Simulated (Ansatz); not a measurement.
Consider the ligand exchange at the Si–C bond: `O=CC(O)[SiH3]` + `[SiH3]C#CS` → `[SiH3]C#CS[SiH3]` + `O=CCO`.

Isolated molecules relaxed with PBE0-D4/def2-TZVP in Ansatz; ΔE leaves out vibrations. CCSD(T)/CBS is the MP2 limit (def2-TZVPP, def2-QZVPP) plus CCSD(T) − MP2 in def2-TZVPP, frozen cores. Functionals use def2-TZVPP. One conformer a species, not always the lowest.

Task: Is it downhill or uphill in electronic energy at CCSD(T)/CBS, and by how much? (Best estimate.)

Result: Ansatz gave: Downhill: ΔE = -0.73 eV.

Task: What do these levels give: r2SCAN-D4, r2SCAN, PBE0, HF/def2-QZVPP, HF/CBS(def2), CCSD/CBS(def2)? (Estimate.)

Result: Ansatz gave: r2SCAN-D4 -0.70, r2SCAN -0.70, PBE0 -0.73, HF/def2-QZVPP -0.82, HF/CBS(def2) -0.82, CCSD/CBS(def2) -0.74 eV.

Largest T1 diagnostic among the species: 0.015.

In def2-TZVPP, CCSD(T) changes the Hartree–Fock value by +0.10 eV (the triples alone add +0.01 eV) and MP2 by +0.05 eV. From PBE to PBE0 (25 % exact exchange), in def2-TZVPP and without D4, ΔE moves by −0.05 eV.
